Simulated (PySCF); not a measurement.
Electric field gradients and quadrupole coupling constants

Compound: C3H13NOSi3.
Z-matrix (Å and degrees, GFN2-xTB geometry), rows numbered from 1:
```
C 
N   1  1.4428
Si  2  1.7198  1  122.99
O   3  1.6168  2  110.19  1   179.33
C   4  1.3612  3  135.22  2    60.59
Si  5  1.8913  4  119.57  3   -32.62
C   5  1.3372  4  116.39  3   149.23
Si  7  1.8767  5  119.80  4    -1.41
H   1  1.0917  2  110.27  3   155.91
H   1  1.0873  2  108.64  3    36.79
H   1  1.0958  2  112.50  3   -82.85
H   2  1.0102  1  111.38  3   147.76
H   3  1.4632  2  117.42  1    68.02
H   3  1.4652  2  105.00  1   -58.86
H   6  1.4677  5  109.63  4   -63.96
H   6  1.4626  5  110.67  4    57.71
H   6  1.4645  5  106.49  4   177.77
H   7  1.0788  5  118.28  4   179.02
H   8  1.4650  7  110.75  5    63.67
H   8  1.4681  7  107.73  5  -177.16
H   8  1.4654  7  110.10  5   -57.86
```

Field gradients from the PBE0/pcSseg-1 density (PySCF, non-relativistic), principal values in atomic units, ordered |Vxx| ≤ |Vyy| ≤ |Vzz|:

| atom | Vxx | Vyy | Vzz |
| --- | --- | --- | --- |
| N2 | 0.3125 | 0.7093 | -1.0218 |
| O4 | -0.6072 | -0.9394 | 1.5467 |

Task: Find the asymmetry η = (Vxx − Vyy)/Vzz and the couplings χ = eQV/h (234.96 MHz × Q in barn × V in au), with Q(14N) = 0.02044 b, Q(17O) = −0.0256 b.

Result: 
| atom | environment | nucleus | η | χzz (MHz) | χxx (MHz) | χyy (MHz) |
| --- | --- | --- | --- | --- | --- | --- |
| N2 | silicon-bound nitrogen | 14N | 0.39 | -4.907 | 1.501 | 3.407 |
| O4 | silyl ether oxygen | 17O | 0.21 | -9.30 | 3.65 | 5.65 |

The tensor is traceless: Vxx + Vyy + Vzz = 0.

Task: What is Vzz at N2 in SI units (1 au = 9.71736 × 10²¹ V/m²)?

Result: -1.0218 au = -9.929 × 10²¹ V/m².

Task: And the gradient at the other heavy atoms, for which no coupling is worked out here?

Result: 
```csv
atom,environment,Vzz (au),η
C1,N-methyl carbon,0.249,0.04
Si3,oxygen-bound silicon,0.496,0.71
C5,vinylic carbon bearing oxygen,-0.456,0.13
Si6,SiH3 silicon,0.175,0.34
C7,alkene CH carbon,0.258,0.25
Si8,SiH3 silicon,0.124,0.41
```

Task: What couplings would deuterons (Q(2H) = 0.00286 b) have in place of the hydrogens, at this geometry?

Result: 
```
atom  bonded to  bond length (Å)  Vzz (au)     η  χzz (kHz)
  H9         C1            1.092    0.3026  0.05        203
 H10         C1            1.087    0.3093  0.07        208
 H11         C1            1.096    0.2942  0.05        198
 H12         N2            1.010    0.4151  0.18        279
 H13        Si3            1.463    0.1584  0.01        106
 H14        Si3            1.465    0.1568  0.04        105
 H15        Si6            1.468    0.1608  0.03        108
 H16        Si6            1.463    0.1630  0.04        110
 H17        Si6            1.465    0.1610  0.03        108
 H18         C7            1.079    0.3363  0.06        226
 H19        Si8            1.465    0.1633  0.01        110
 H20        Si8            1.468    0.1598  0.01        107
 H21        Si8            1.465    0.1631  0.01        110
```

Isolated species at its GFN2-xTB geometry (one conformer only). GFN2-xTB bond lengths can be off by several hundredths of an ångström, more for odd bonds, and the gradients follow them. A larger basis could move these couplings by a tenth or more.

These values come from a run that also computed NMR shieldings. Time: 88 s wall; peak memory 1.1 GiB. Hardware: Arm Neoverse N1, one thread, shared host with 64 logical CPUs at a one-minute load of 60.
